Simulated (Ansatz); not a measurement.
Consider the redistribution: `CC[SiH](F)F` + `C=C[SiH2]S[SiH](Cl)Cl` → `C=C[SiH2]S[SiH](F)F` + `CC[SiH](Cl)Cl`.

Program: Ansatz. Geometries: PBE0-D4/def2-TZVP. ΔE: electronic, gas phase. CCSD(T)/CBS is the MP2 limit (def2-TZVPP, def2-QZVPP) plus CCSD(T) − MP2 in def2-TZVPP, frozen cores. Functionals use def2-TZVPP. Each species was taken in one conformer, which may not be the lowest.

`CC[SiH](F)F`:

Z-matrix (Å, degrees):
```
C
C 1 1.529
H 1 1.092 2 111.3
H 1 1.092 2 111.2 3 120.0
H 1 1.092 2 111.3 3 -119.9
Si 2 1.846 1 114.1 3 60.0
H 2 1.096 1 110.7 3 -61.5
H 2 1.096 1 110.7 3 -178.5
F 6 1.592 2 109.9 1 58.2
F 6 1.592 2 109.9 1 -58.6
H 6 1.478 2 114.9 1 179.8
```

`C=C[SiH2]S[SiH](Cl)Cl`:

Z-matrix (Å, degrees):
```
Si
C 1 1.848
S 1 2.160 2 112.5
H 1 1.483 2 109.4 3 -122.8
H 1 1.484 2 112.5 3 114.0
C 2 1.330 1 121.6 3 120.0
H 2 1.088 1 119.4 3 -59.6
Si 3 2.105 1 102.1 2 -51.2
H 6 1.086 2 121.7 1 -0.7
H 6 1.086 2 122.1 1 179.8
Cl 8 2.046 3 112.3 1 -43.0
Cl 8 2.044 3 112.6 1 78.8
H 8 1.473 3 107.8 1 -162.5
```

`C=C[SiH2]S[SiH](F)F`:

```xyz
13

C    -1.721   -1.041   -0.502
C    -0.811   -0.325   -1.157
Si   -0.340    1.376   -0.609
S     1.738    1.477   -0.015
Si    1.833   -0.199    1.243
F     0.525   -0.319    2.137
F     1.927   -1.555    0.426
H    -1.998   -2.045   -0.811
H    -2.224   -0.655    0.380
H    -0.320   -0.762   -2.025
H    -1.211    1.785    0.520
H    -0.408    2.373   -1.706
H     3.011   -0.110    2.119
```

`CC[SiH](Cl)Cl`:

Z-matrix (Å, degrees):
```
C
C 1 1.526
H 1 1.093 2 111.6
H 1 1.092 2 111.3 3 120.2
H 1 1.092 2 111.0 3 -119.8
Si 2 1.855 1 113.5 3 -58.8
H 2 1.095 1 111.1 3 179.5
H 2 1.096 1 111.0 3 61.4
Cl 6 2.051 2 109.9 1 -60.7
Cl 6 2.049 2 109.9 1 179.6
H 6 1.479 2 113.3 1 59.1
```

```
             level  ΔE (kcal/mol)
           PBE0-D4           -0.6
           ωB97X-V           -1.1
           ωB97M-V           -0.9
            B2PLYP           -1.3
     HF/def2-TZVPP           -2.4
SCS-MP2/def2-TZVPP           -0.7
     HF/def2-QZVPP           -2.5
SCS-MP2/def2-QZVPP           -0.6
```

**Question.** What does CCSD(T)/CBS give? (An estimate is asked.)

**Answer.** The calculation gave: -0.7 kcal/mol. The listed levels differ from it by 0.1, -0.4, -0.2, -0.6, -1.7, 0.0, -1.8, 0.1 kcal/mol.

Largest T1 diagnostic among the species: 0.012.

The D4 term adds +1.4 kcal/mol with B3LYP and +0.8 kcal/mol with PBE0; it sums over pairs of atoms, weighted by their polarisabilities, and B3LYP, whose exchange is more repulsive, gets the larger term. In def2-TZVPP, CCSD(T) changes the Hartree–Fock value by +1.4 kcal/mol (the triples alone add +0.3 kcal/mol) and MP2 by +2.1 kcal/mol.

B3LYP here is the variant with VWN-RPA as its local correlation; programs differ in this.

CCSD(T)/CBS has its own doubt, a few kJ/mol and more with outer-core shells, so smaller differences from it don't rank the levels.
